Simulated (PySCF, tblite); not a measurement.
Calculations on `CCC#C[SiH2]Br`, in the order of a workflow; each names the level of the geometry that it ran on. Settings lines and outputs come from a driver script.

C4H7BrSi.
Bonds: C1–C2, C2–C3, C3–C4 (triple), C4–Si5, Si5–Br6. Hydrogens: H7, H8, H9 on C1; H10, H11 on C2; H12, H13 on Si5.

Step 1: GFN2-xTB geometry optimisation, gas phase (tblite 0.8.0) (from a force-field or distance-geometry start)
```json
{"job": {"kind": "relax", "xc": "GFN2-xTB", "basis": "xTB"}, "charge": 0, "multiplicity": 1}
```
```
step      E/eV     max force
  0    -487.67558    2.308
  1    -487.81450    1.004
  2    -487.82376    2.213
...
100    -488.02450    0.018
101    -488.02453    0.014
102    -488.02456    0.014
103    -488.02458    0.011
104    -488.02460    0.009
```

Energy lowered by 8.0 kcal/mol over 104 steps; largest atomic force 0.009 eV/Å at the end. «max force» is the largest atomic force in eV/Å.

The run took 1.1 s wall on one thread of an Arm Neoverse N1, no GPU (shared host).

Step 2: GFN2-xTB harmonic vibrations, gas phase (tblite 0.8.0) (on the GFN2-xTB geometry)
```json
{"job": {"kind": "ir", "xc": "GFN2-xTB", "basis": "xTB"}, "charge": 0, "multiplicity": 1}
```
```
(table of modes left out)
```

33 modes from -11 to 3046 cm⁻¹ (unscaled, harmonic, a negative number standing for an imaginary wavenumber); zero-point energy 57.9 kcal/mol from the real modes; the lowest is imaginary at this level.

Time: 0.63 s wall. Hardware: one thread, Arm Neoverse N1 (aarch64), on a shared host.

Step 3: TDDFT B3LYP/def2-SVPD, vertical, gas phase, core orbitals frozen in the response (PySCF 2.14.0, density-fitted response routines) (on the GFN2-xTB geometry)
```json
{"job": {"kind": "uv", "xc": "B3LYP", "basis": "def2-SVPD", "nstates": 8, "ntriplets": 3}, "charge": 0, "multiplicity": 1}
```
```
...
Static polarisability (au): isotropic 97.938, principal 73.617 91.001 129.195
Singlet excitations
state   eV       nm        f      main configurations
  1   5.5379    223.9   0.00005   H-1->L 0.90
  2   5.7486    215.7   0.06297   H->L 0.79, H-1->L+1 0.17
  3   6.0032    206.5   0.00785   H-2->L 0.92
  4   6.0903    203.6   0.00017   H->L+1 0.87, H-3->L+1 0.09
  5   6.1926    200.2   0.00480   H-3->L 0.86
  6   6.9337    178.8   0.03365   H->L+2 0.70, H-1->L+1 0.13
  7   6.9885    177.4   0.01041   H-2->L+1 0.73, H-1->L+1 0.15, H->L+2 0.09
  8   7.0479    175.9   0.00367   H-1->L+2 0.88
Triplet excitations (Tamm-Dancoff, eV): 4.8196 5.1803 5.3142
```

HOMO -7.64 eV, LUMO -0.94 eV; lowest singlet 5.54 eV; lowest triplet 4.82 eV (Tamm–Dancoff); mean polarisability 97.9 au.

On one thread of an Arm Neoverse N1, shared host, this took 60 s wall and 0.77 GiB of memory at its peak.

Geometry of the electronic-property runs (GFN2-xTB):
```
atom  x, y, z in Å
C1    -2.2350    0.4437   -0.3994
C2    -1.4450   -0.7592    0.1196
C3    -0.0217   -0.5271    0.0159
C4     1.1614   -0.3132   -0.0787
Si5    2.9454    0.0735   -0.2584
Br6    3.0577    2.0562   -1.2852
H7    -1.9956    0.6340   -1.4432
H8    -3.3025    0.2543   -0.3143
H9    -1.9919    1.3347    0.1750
H10   -1.6995   -1.6522   -0.4593
H11   -1.6959   -0.9497    1.1677
H12    3.5969    0.2656    1.0292
H13    3.6213   -0.8600   -1.1480
```

 (This holds for the electronic-property runs.)
